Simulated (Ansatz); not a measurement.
Cost and result for the atomization energy of BrF₂In (`[F][In]([F])[Br]`) (4 atoms, 3 bonds).

Cartesian coordinates in Å:
```
F 0.8156 -1.6317 0.7373
In 0.0289 -0.0575 -0.0418
F 0.0321 -0.0639 -1.9663
Br -0.8766 1.7531 1.2707
```

The species carries charge 0 and has multiplicity 1. Correlated methods include outer-core shells of Br, In, which these sets cover unevenly. Scalar relativity is left out up to krypton. In takes the def2 core potential. The geometry is a stationary point of PBE0-D4/def2-TZVP. Program: Ansatz. All runs use 2 threads of a server CPU on a shared host. Times are those of one run each, without the atoms' runs, and a repeat can differ threefold. Electronic energies, without spin–orbit coupling; frozen cores. CCSD(T)/CBS adds CCSD(T) − MP2 in def2-TZVPP to the MP2 limit, and its time is that of the two runs behind it. T1 = 0.014. With those shells the extrapolation isn't a true limit. B3LYP takes the VWN-RPA correlation (the form of Gaussian; ORCA's B3LYP/G).

CCSD(T)/CBS is a level of theory with its own doubt, some kJ/mol a heavy atom from the limit and from the frozen cores, so smaller differences don't rank the functionals.

```
                             level  functions  wall time
            LDA (SPW92)/def2-TZVPP        160      1.2 s
   PBE-D4/def2-TZVPP (with forces)        160      2.4 s
           CAM-B3LYP-D4/def2-TZVPP        160      3.9 s
r2SCAN-D4/def2-TZVPP (with forces)        160      4.2 s
 B3LYP-D4/def2-TZVPP (with forces)        160      4.4 s
             r2SCANh-D4/def2-TZVPP        160      4.7 s
                  CCSD(T)/def2-SVP         86        6 s
               PBE-QIDH/def2-TZVPP        160      6.5 s
                ωB97X-V/def2-TZVPP        160        7 s
                 B97M-V/def2-TZVPP        160      7.5 s
                    MP2/def2-QZVPP        285       19 s
                CCSD(T)/def2-TZVPP        160       73 s
                 CCSD(T)/CBS(def2)          –       92 s
```

What atomization energy does each give, and how far from CCSD(T)/CBS? (Estimate.)

The calculation gave: 
| level | atomization (kJ/mol) | difference from CCSD(T)/CBS | per bond |
| --- | --- | --- | --- |
| LDA (SPW92)/def2-TZVPP | 1329.4 | 190.3 | 63.4 |
| PBE-D4/def2-TZVPP (with forces) | 1144.1 | 5.0 | 1.6 |
| CAM-B3LYP-D4/def2-TZVPP | 1099.4 | -39.7 | -13.3 |
| r2SCAN-D4/def2-TZVPP (with forces) | 1123.6 | -15.5 | -5.2 |
| B3LYP-D4/def2-TZVPP (with forces) | 1074.1 | -65.0 | -21.7 |
| r2SCANh-D4/def2-TZVPP | 1099.9 | -39.2 | -13.1 |
| CCSD(T)/def2-SVP | 1017.2 | -121.9 | -40.6 |
| PBE-QIDH/def2-TZVPP | 1094.9 | -44.2 | -14.7 |
| ωB97X-V/def2-TZVPP | 1122.9 | -16.2 | -5.4 |
| B97M-V/def2-TZVPP | 1114.1 | -25.0 | -8.4 |
| MP2/def2-QZVPP | 1184.7 | 45.6 | 15.2 |
| CCSD(T)/def2-TZVPP | 1078.1 | -61.0 | -20.4 |
| CCSD(T)/CBS(def2) | 1139.1 | 0.0 | 0.0 |

From r2SCAN to r2SCAN0 (25 % exact exchange), in def2-TZVPP and without D4, the atomization energy moves by −57.1 kJ/mol: exact exchange takes away binding that semilocal exchange gives to molecules. Leaving LDA and LC-ωPBE aside and taking each functional with its dispersion term where it has one, the values, not all of them listed here, spread over 130.3 kJ/mol, from BHLYP-D4 to PBE-D4. LDA lies +193.6 kJ/mol from PBE without D4, its usual overbinding. The D4 term adds +13.6 kJ/mol with B3LYP and +7.1 kJ/mol with PBE0; it sums over pairs of atoms, weighted by their polarisabilities, and B3LYP, whose exchange is more repulsive, gets the larger term.

Spin–orbit coupling would lower the free In atoms strongly, and the atomization energy with them, by more than many differences here.
